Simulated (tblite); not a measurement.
C4H6F2NO (doublet state).
Geometry (GFN2-xTB, Å), atoms numbered from 1 in this order:
```xyz
14
C4H6F2NO angstrom
C     -2.148    0.207   -0.206
C     -0.679    0.075    0.120
N     -0.243   -0.155    1.324
C      0.209    0.228   -0.951
O      1.560    0.165   -0.963
C      2.265   -0.236    0.140
F      3.485    0.318    0.052
F      2.458   -1.575    0.098
H     -2.679   -0.681    0.134
H     -2.561    1.065    0.322
H     -2.319    0.333   -1.271
H     -0.984   -0.221    2.016
H     -0.154    0.461   -1.939
H      1.790    0.016    1.101
```

All values are computed: GFN2-xTB (tblite) harmonic vibrations without scaling, gas phase. The method is semi-empirical: single wavenumbers can be off by several per cent or more. One conformer, not necessarily the lowest. Open shells enter through the occupations alone, without spin polarisation, and single modes of such species can be off by tens of per cent. The optimisation stopped once no atom felt more than 0.01 eV/Å.

Lowest wavenumbers of the output (negative numbers stand for imaginary wavenumbers):
```
mode    cm-1
  1     -40.8
  2      14.9
  3      65.0
  4     177.4
  5     207.2
  6     292.4
  7     360.9
  8     453.2
  9     467.6
 10     509.4
 11     557.6
 12     643.2
 13     690.9
 14     729.7
 15     911.4
```

Problem. Is this structure a minimum?

Solution. Not by this Hessian. 1 mode is imaginary beyond 20i (41i cm⁻¹), so at this level the point lies at or near a first-order saddle. The curvature is small, so loose convergence or finite differences may be the whole cause.

Problem. Which atoms move in the imaginary mode?

Solution. 41i: H10 (hydrogen on carbon) 35 %, H9 (hydrogen on carbon) 34 %, H11 (hydrogen on carbon) 27 %. These are shares of the mass-weighted motion.

Problem. What is the remedy?

Solution. Step along that mode in both directions, optimise again with tighter thresholds and repeat the frequencies. The zero-point energy of this point (61.6 kcal/mol) counts the 35 real modes alone, and thermal corrections from it aren't those of a minimum.
